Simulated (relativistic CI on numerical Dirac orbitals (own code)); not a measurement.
Method of calculation: Dirac-Coulomb-Breit CI, orbitals from a KLI potential per configuration, QED by a radiative potential, unscaled Slater integrals (own radial code, finite nucleus).

The strongest absorption lines from the ground level of an ion, among the configurations computed and to levels below about 354 eV (vacuum wavelength in nm, gf): 4.1483 (0.38), 4.1491 (0.59), 4.2489 (1.1), 4.2514 (2.1), 4.2563 (3.1), 4.7748 (0.25), 25.873 (0.23), 26.342 (0.34).

Question: Which ion is it?
A. S⁷⁺
B. S⁹⁺
C. Si⁷⁺
D. Ca¹³⁺

Answer: B. S⁹⁺ has 7 electrons and the ground level 2s²2p³ ⁴S°3/2; the strongest line goes to 2s²2p²3d ⁴P5/2. The pattern of lines fixes the number of electrons, and along that sequence the line energies rise steadily with the charge (about as its square where n changes within one kind of shell, about linearly where n is kept but much faster in heavy ions where fine structure, which grows about as Z⁴, sets the gap, and irregularly where shells cross), which fixes Z. Configurations outside the model, such as inner-shell arrays, can give stronger lines. At this charge energies of transitions that change n are usually good to better than 1 %, and those within a shell (Δn = 0) to a few per cent.
